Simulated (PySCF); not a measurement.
**Stretching ZnBi**

Set-up: basis Zn def2-SVP, Bi def2-SVP with ECP60; scalar-relativistic core potentials; PySCF 2.14. Energies in eV from Zn + Bi in their ground configurations at the same level. All curves are PBE0. state 1: ⁴Σ⁻ (quartet), unpaired electrons σ ↑, π ↑↑; state 2: Ms = 0.5 determinant of mixed spin (⟨S²⟩ near 1.8), unpaired electrons σ ↓, π ↑↑, a second solution, started from another occupation; state 3: Ms = 0.5 determinant of mixed spin (⟨S²⟩ near 1.8), unpaired electrons σ ↑, π ↑↓, a mixture of terms (⟨Lz²⟩ = 2.0), a second solution, started from another occupation; state 4: doublet, unpaired electrons π ↑, a second solution, started from another occupation.

```json
{"R (Å)": "2.507", "state 1": "-0.0326", "state 2": "0.2356", "state 3": "0.4189", "state 4": "0.2573"}
{"R (Å)": "2.623", "state 1": "-0.2019", "state 2": "0.0900", "state 3": "0.2659", "state 4": "0.2632"}
{"R (Å)": "2.740", "state 1": "-0.2850", "state 2": "0.0362", "state 3": "0.2015", "state 4": "0.3349"}
{"R (Å)": "2.828", "state 1": "-0.3104", "state 2": "0.0357", "state 3": "0.1912", "state 4": "0.4132"}
{"R (Å)": "2.915", "state 1": "-0.3151", "state 2": "0.0577", "state 3": "0.2022", "state 4": "0.5023"}
{"R (Å)": "3.002", "state 1": "-0.3060", "state 2": "0.0947", "state 3": "0.2272", "state 4": "0.5961"}
{"R (Å)": "3.119", "state 1": "-0.2814", "state 2": "0.1570", "state 3": "0.2725", "state 4": "0.7211"}
{"R (Å)": "3.265", "state 1": "-0.2415", "state 2": "0.2422", "state 3": "0.3364", "state 4": "0.8686"}
{"R (Å)": "3.440", "state 1": "-0.1925", "state 2": "0.3396", "state 3": "0.4102", "state 4": "1.0250"}
{"R (Å)": "3.673", "state 1": "-0.1365", "state 2": "0.4459", "state 3": "0.4911", "state 4": "1.1942"}
```

Put a parabola through the three lowest points of the state 1 curve and estimate Re, k and ωe (reduced mass 48.95 u; 1 eV/Å² = 0.16022 mdyn/Å; ωe = 1302.8·√(k/μ) cm⁻¹).

Through R = 2.828, 2.915, 3.002 Å the second-order coefficient is 0.912 eV/Å², so Re ≈ 2.901 Å, k ≈ 0.292 mdyn/Å and ωe ≈ 101 cm⁻¹. A polynomial fit of higher order to the unrounded PBE0 energies gives Re = 2.895 Å, k = 0.313 mdyn/Å, ωe = 104 cm⁻¹; anharmonicity and rounding make the difference.

The higher-order fit for each curve: state 1: Re = 2.895 Å, ωe = 104 cm⁻¹, De = 0.315 eV; state 2: Re = 2.784 Å, ωe = 140 cm⁻¹, minimum 0.033 eV above the ground-state fragments; state 3: Re = 2.820 Å, ωe = 126 cm⁻¹, minimum 0.191 eV above the ground-state fragments. State 4 gave no clean fit.

The bond is weak. Basis-set superposition, not corrected here, can be much of De in a small basis, most of all at correlated wavefunction levels. Functionals without a dispersion term scatter widely for such bonds, and LDA overbinds them. Spin–orbit coupling is left out, which matters for elements this heavy, above all for dissociation energies. The state is the lowest determinant that a PBE0 search found; another state may lie lower at other levels.
